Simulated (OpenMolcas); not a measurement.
# Ar3+: effect of the active space

- Program: OpenMolcas
- Method: SS-CASPT2 or its RAS form, IPEA 0.25 Eh, imaginary shift 0.1 Eh
- Basis: ANO-RCC-VQZP
- Scalar Hamiltonian: DKH2, point nucleus
- Spin-orbit coupling: state interaction with AMFI integrals over the reference wave functions, term energies averaged over their components

A. 3 electrons in 3 orbitals (3p); 2S+1 = 4 odd, 1 root; 2S+1 = 2 odd, 8 roots; closed shells correlated: 2s 2p 3s; CASPT2 step about 1.2 core-seconds
B. 5 electrons in 4 orbitals (3s 3p); 2S+1 = 4 odd, 1 root; 2S+1 = 2 odd, 8 roots; 2S+1 = 4 even, 3 roots; 2S+1 = 2 even, 9 roots; closed shells correlated: 2s 2p; CASPT2 step of the order of 2.1 core-seconds
C. 5 electrons in 8 orbitals (3s 3p 4s 4p); 2S+1 = 4 odd, 1 root; 2S+1 = 2 odd, 8 roots; 2S+1 = 4 even, 3 roots; 2S+1 = 2 even, 9 roots; closed shells correlated: 2s 2p; CASPT2 step about 9 core-seconds
D. 5 electrons in 9 orbitals (RAS2 3s 3p; RAS3 3d, at most 2 electrons); 2S+1 = 4 odd, 1 root; 2S+1 = 2 odd, 11 roots; 2S+1 = 4 even, 3 roots; 2S+1 = 2 even, 9 roots; closed shells correlated: 2s 2p; CASPT2 step roughly 15 core-seconds

Energies in cm-1 above 3s2 3p3 4S* 3/2, the measured ground level; measured values from Saloman, J. Phys. Chem. Ref. Data 39, 033101 (2010).

```tsv
Level	A	B	C	D	Measured
3s2 3p3 4S* 3/2	0.0	0.0	0.0	0.0	0.0
3s2 3p3 2D* 3/2	21480	21500	21790	21440	21091
3s2 3p3 2D* 5/2	21580	21610	21920	21550	21220
3s2 3p3 2P* 1/2	36400	35070	35530	35520	34855
3s2 3p3 2P* 3/2	36540	35180	35660	35630	35032
```

Deviations, from unrounded energies. A percentage is the sum of absolute deviations over the sum of measured energies, with the sign that they share, or ± where signs differ.

```tsv
Against measurement	Levels	A	B	C	D
mean absolute deviation (cm-1)	4	950	290	670	480
other terms of the ground configuration (%)	4	+3.4	+1.0	+2.4	+1.7
```

B lies closest to measurement on these levels and A furthest from it. The largest miss of B in the table is 3s2 3p3 2D* 3/2, by +410 cm-1. The ranking rests on the paired levels alone, and a cruder setting can come out closer through cancelling errors.

Among A to D the level of the table that moves most is 3s2 3p3 2P* 3/2, by 1400 cm-1 (lowest in B, highest in A). Moves below CASPT2's spread within the term are not significant.

CASPT2 breaks the degeneracy within a term, and the mean is taken; among the terms shown or strongly mixed into the levels shown the widest spread is 240 cm-1 (3s2 3p3 2D*, B). Over all roots computed the reference weight is 0.89 to 0.96 in B, 0.86 to 0.96 in C; the roots of lowest weight are the least certain, and an intruder state may touch them. With the s shell closed, the reference lacks s² → p² mixing (holds for A). Active for correlation alone: 4p 4s; no level in the range computed is led by a configuration that fills them, so any true level of that kind is missing (holds for C). The run also gave levels led by 3s2 3p2 3d, which use shells meant for correlation; these and all levels above them are left out (holds for D). Computed and measured levels are paired by configuration, term and J; levels that our copy of the source lacks, or whose pairing is in doubt (as where it misses far off the trend of its configuration), stay unpaired and out of the deviations. Levels of configurations outside the active space are missing. The table leaves out levels that lie high or whose names do not pair safely across all columns.

* marks odd parity.
